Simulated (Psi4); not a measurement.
C4H7, doublet (typed; the unrestricted solution is spin-contaminated), at a GFN2-xTB geometry; HF/def2-SV(P) in Psi4 1.11.

Here is a job for Psi4.
```
memory 2 GB

molecule {
0 2
  C    -0.01583438    0.01152779    1.49894858
  C    -0.00222843    0.02374520    0.20492787
  H    -0.02223869   -0.69129602    2.29786866
  C     0.00269449    1.29161997   -0.60733811
  H    -0.00662782    2.16401956    0.03942821
  H     0.89090871    1.32760594   -1.23693731
  H    -0.87224194    1.32254452   -1.25552371
  C     0.01033407   -1.24161286   -0.64220029
  H     0.00629703   -2.13018294   -0.01726348
  H    -0.86735589   -1.25472468   -1.28612343
  H     0.90146410   -1.24964698   -1.26747727
}

set basis def2-sv(p)
set reference uhf
set guess gwh

energy('scf')
print_variables()
```

Question: Predict the main parts of the log of this Psi4 run.

Answer: 
```
   => Loading Basis Set <=

    Name: DEF2-SV(P)
    Role: ORBITAL
    Keyword: BASIS

         ---------------------------------------------------------
                                   SCF
               by Justin Turney, Rob Parrish, Andy Simmonett
                          and Daniel G. A. Smith
                              UHF Reference
         ---------------------------------------------------------

  ==> Geometry <==

    Molecular point group: c1
    Full point group: C1

    Geometry (in Angstrom), charge = 0, multiplicity = 2:

       Center              X                  Y                   Z               Mass
    ------------   -----------------  -----------------  -----------------  -----------------
         C           -0.015290028654     0.002306488474     1.449821197327    12.000000000000
         C           -0.001684078654     0.014523898474     0.155800487327    12.000000000000
         H           -0.021694338654    -0.700517321526     2.248741277327     1.007825032230
         C            0.003238841346     1.282398668474    -0.656465492673    12.000000000000
         H           -0.006083468654     2.154798258474    -0.009699172673     1.007825032230
         H            0.891453061346     1.318384638474    -1.286064692673     1.007825032230
         H           -0.871697588654     1.313323218474    -1.304651092673     1.007825032230
         C            0.010878421346    -1.250834161526    -0.691327672673    12.000000000000
         H            0.006841381346    -2.139404241526    -0.066390862673     1.007825032230
         H           -0.866811538654    -1.263945981526    -1.335250812673     1.007825032230
         H            0.902008451346    -1.258868281526    -1.316604652673     1.007825032230

  Running in c1 symmetry.

  Rotational constants: A =      0.32804  B =      0.28891  C =      0.16295 [cm^-1]
  Rotational constants: A =   9834.43217  B =   8661.34630  C =   4885.22386 [MHz]
  Nuclear repulsion =  112.514542513721139

  Charge       = 0
  Multiplicity = 2
  Electrons    = 31
  Nalpha       = 16
  Nbeta        = 15

  ==> Algorithm <==

  SCF Algorithm Type is DF.
  DIIS enabled.
  MOM disabled.
  Fractional occupation disabled.
  Guess Type is GWH.
  Energy threshold   = 1.00e-06
  Density threshold  = 1.00e-06
  Integral threshold = 1.00e-12

  ==> Primary Basis <==

  Basis Set: DEF2-SV(P)
    Blend: DEF2-SV(P)
    Number of shells: 38
    Number of basis functions: 70
[...]
   @DF-UHF iter  14:  -155.33359808617362   -2.31660e-07   1.26548e-06 DIIS
   @DF-UHF iter  15:  -155.33359809486001   -8.68638e-09   6.15887e-07 DIIS
  Energy and wave function converged.

  ==> Post-Iterations <==

   @Spin Contamination Metric:   1.639598475E-01
   @S^2 Expected:                7.500000000E-01
   @S^2 Observed:                9.139598475E-01
   @S   Expected:                5.000000000E-01
   @S   Observed:                5.000000000E-01

    Orbital Energies [Eh]
    ---------------------

    Alpha Occupied:

[...]
      16A     -0.384472

    Alpha Virtual:

[...]
    Beta Occupied:

[...]
    Beta Virtual:

[...]
      70A      3.317988

    Final Occupation by Irrep:
              A
    DOCC [    15 ]
    SOCC [     1 ]
    NA   [    16 ]
    NB   [    15 ]

  @DF-UHF Final Energy:  -155.33359809486001

   => Energetics <=

    Nuclear Repulsion Energy =            112.5145425137211390
    One-Electron Energy =                -430.7503556746299864
    Two-Electron Energy =                 162.9022150660488251
    Total Energy =                       -155.3335980948600081

  UHF NO Occupations:
  HONO-2 :   14  A 1.9970293
  HONO-1 :   15  A 1.9207470
  HONO-0 :   16  A 1.0000000
  LUNO+0 :   17  A 0.0792530
  LUNO+1 :   18  A 0.0029707
  LUNO+2 :   19  A 0.0013001
  LUNO+3 :   20  A 0.0007261

Computation Completed

Properties will be evaluated at   0.000000,   0.000000,   0.000000 [a0]

Properties computed using the SCF density matrix

 Multipole Moments:

 ------------------------------------------------------------------------------------
     Multipole            Electronic (a.u.)      Nuclear  (a.u.)        Total (a.u.)
 ------------------------------------------------------------------------------------

 L = 1.  Multiply by 2.5417464519 to convert [e a0] to [Debye]
 Dipole X            :         -0.0288705            0.0318889            0.0030184
 Dipole Y            :          0.3369051           -0.5401978           -0.2032926
 Dipole Z            :          2.6470806           -2.8779563           -0.2308757
 Magnitude           :                                                    0.3076371

 ------------------------------------------------------------------------------------

  Variable Map:
  ----------------------------------------------------------------------------
[...]
  Array Variable Map:
  ----------------------------------------------------------------------------
[...]
[...]
```
